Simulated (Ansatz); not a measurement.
# Match the barriers

Saddle point of CH$_{7}$ClGe, closed shell (CH₆Ge ([CH3][GeH3]) + HCl → GeH₃Cl ([Cl][GeH3]) + CH₄; bonds formed: Ge1–Cl7, C2–H6; bonds broken: Ge1–C2, H6–Cl7), PBE0-D4/def2-TZVP structure:

```csv
atom,x (Å),y (Å),z (Å)
Ge1,-0.4010,0.4015,-0.9999
C2,0.3768,-0.8078,0.7282
H3,-1.8407,0.8566,-0.8164
H4,0.6633,1.2688,-1.6548
H5,-0.4205,-0.9702,-1.7326
H6,0.1993,0.4225,0.8029
Cl7,-0.0215,2.1900,1.0125
H8,-0.4777,-1.4810,0.7303
H9,1.2182,-1.2019,0.1622
H10,0.7038,-0.6784,1.7678
```

Program: Ansatz 0.2.0. Basis: def2-TZVPP, with def2-QZVPP for the basis limit. Cores are frozen in the correlated methods. Filled d shells of the heavier atoms are correlated. The def2 sets are not built for correlating such inner shells, so the correlated values are less sure here. B3LYP uses VWN-RPA correlation. Extrapolation: Hartree–Fock as exp(−7.88 √X), correlation as X^−2.97. Four methods, as single points on the PBE0-D4 structures, gave these electronic barriers from the start structure: 1.382, 1.810, 1.917, 2.304 eV.

Q: The methods were, in alphabetical order, B3LYP-D4, HF, MP2, SPW92. Which gave which? (Judge from chemistry; the calculation decides.)

A: The calculation gives: SPW92 1.382; B3LYP-D4 1.810; MP2 1.917; HF 2.304 eV. For comparison, CCSD(T) at an estimated basis limit (MP2 extrapolated from triple and quadruple zeta, plus CCSD(T) − MP2 in triple zeta) gives 1.899 eV.

T1 diagnostic: at most 0.011. The end structure is not quite a true minimum (one mode of 26i cm⁻¹).

Labels in which every atom is bracketed show which atoms are joined, not bond orders.

For scale, one of the runs: CCSD(T)/def2-TZVPP, 219 basis functions (an equivalent command: `ansatz run in.yaml --threads 4`). The run took 72 s on 4 CPU threads (shared host), with 3.2 GiB of host memory at its peak.
